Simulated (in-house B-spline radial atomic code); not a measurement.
Response and correlation of Xe XIX (Xe18+)

Closed shell [Ar] 3d10 4s2 4p6. Computed with a B-spline radial code for spherical atoms: Dirac-Hartree-Fock, relativistic RPA (time-dependent Dirac-Hartree-Fock) for the response and second-order many-body perturbation theory for correlation, no-pair Dirac-Coulomb Hamiltonian, finite nucleus.

Command:
```bash
python run_mb.py task.json out
```
Settings (nuclear radius in fm, box in bohr, cutoff in hartree):
```
basis_form          2
Z                   54
core_configuration  [Ar] 3d10 4s2 4p6
rms_radius          4.7859
mass_number         132
speed_of_light      137.036
box_radius          4.268
lmax                7
intervals           59
virtual_cutoff      72900.0
```

Cost of the run: 8 s on 1 thread of Arm Neoverse V1 (shared host).

```
multipole (bohr³, bohr⁵, bohr⁷)  uncoupled  coupled RPA
                         dipole    0.31637            ?
                     quadrupole    0.10825      0.11528
                       octupole   0.091061      0.10856
```

What is the coupled dipole polarisability?

0.27638 atomic units, -13 % against the uncoupled value.

Which subshells carry the dipole polarisability?

4p3/2 69.1 %, 4p1/2 28.3 %, 4s1/2 1.2 %.

What does the dipole shielding factor come to?

The dipole shielding factor is 0.667, against the exact N/Z = 36/54 = 0.667 of the non-relativistic theorem.

Dipole polarisability at imaginary frequency:

| u (Eh) | α(iu) (bohr³) |
| --- | --- |
| 0 | 0.2764 |
| 1.66 | 0.2414 |
| 4.14 | 0.1504 |
| 8.28 | 0.07241 |
| 12.4 | 0.04387 |
| 16.6 | 0.03041 |
| 24.8 | 0.01835 |
| 33.1 | 0.01262 |
| 41.4 | 0.009314 |
| 58 | 0.005708 |
| 82.8 | 0.003262 |
| 124 | 0.001653 |
| 166 | 0.0009904 |
| 248 | 0.000479 |
| 414 | 0.0001843 |
| 828 | 4.872e-05 |

What dispersion coefficients follow for two such ions (the dispersion part alone)?

C6 = (3/π)∫α(iu)²du = 0.2738 hartree·bohr⁶ and C8 = 0.7167 hartree·bohr⁸.

Lowest J = 1 odd-parity excitations:

```csv
energy (eV),oscillator strength,leading channel,weight
80.959,0.000551,4p3/2 → d3/2,0.816
94.418,0.382,4p3/2 → d5/2,0.461
114.59,3.76,4p1/2 → d3/2,0.685
224.31,0.449,4p3/2 → s1/2,0.995
239.59,0.22,4p1/2 → s1/2,0.993
287.43,0.00217,4p3/2 → d3/2,0.756
290.63,0.341,4p3/2 → d5/2,0.769
305.17,0.141,4p1/2 → d3/2,0.968
```

Second-order correlation energy by the highest angular momentum of the excited pair (hartree): s -0.02396, p -0.2064, d -0.7164, f -0.7304, g -0.238, h -0.1001, i -0.04529, k -0.02288.

What is the second-order correlation energy at the partial-wave limit?

The listed waves sum to -2.0834 hartree; extrapolating the increments as (l + 1/2)⁻⁴ gives -2.1302 hartree, -1.61 eV per electron.
